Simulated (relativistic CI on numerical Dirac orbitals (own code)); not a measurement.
Hyperfine structure of Ag XXXVIII, mass number 107

Computed by Dirac-Coulomb-Breit CI, orbitals from a KLI potential per configuration, a model potential for QED, unscaled Slater integrals (own radial code, finite nucleus).

Configuration list (outside the closed core 1s2): 2s²2p⁶, 2s²2p⁵3s, 2s²2p⁵3p, 2s²2p⁵3d, 2s2p⁶3s, 2s2p⁶3p, 2s2p⁶3d, 2s²2p⁵4s, 2s²2p⁵4p, 2s²2p⁵4d, 2s²2p⁵4f, 2s2p⁶4s, 2s2p⁶4p, 2s²2p⁴3s², 2s2p⁶4d, 2s2p⁶4f. Levels of other configurations are missing.

Nuclear spin I = 1/2, μ = -0.11352 μN (tables of Stone and Pyykkö). The electronic factors are computed for point nuclear moments, without core polarisation or the Bohr-Weisskopf and QED corrections.

| Level | E (eV) | A (GHz) |
| --- | --- | --- |
| 2s²2p⁵3s ³P°2 | 3079.43 | -84.93 |
| 2s²2p⁵3s ¹P°1 | 3084.10 | 1.428 |
| 2s²2p⁵3p ³D2 | 3158.00 | -48.02 |
| 2s²2p⁵3p ³D3 | 3202.04 | -26.32 |
| 2s²2p⁵3p ¹P1 | 3202.12 | -27.62 |
| 2s²2p⁵3p ³P2 | 3208.95 | -26.26 |
| 2s²2p⁵3s ³P°1 | 3261.68 | -234.2 |
| 2s²2p⁵3d ³P°1 | 3296.20 | -17.48 |

Levels with J = 0, under 50 % of one LS term, or S terms without an open s electron are left out. Small factors come from cancelling terms and can be off by tens of per cent or more.

At this charge energies of transitions that change n are usually good to better than 1 %, and those within a shell (Δn = 0) to a few per cent.

(1) Give the hyperfine levels of 2s²2p⁵3s ³P°2 relative to its centre of gravity.

Results:

(1) With K = F(F + 1) − I(I + 1) − J(J + 1), E = AK/2: F = 3/2: 127.4, F = 5/2: -84.93 GHz.

LS names give the leading component of a level, which can be under half, so a name can repeat, a term be missing and a line seem to break the LS rules.
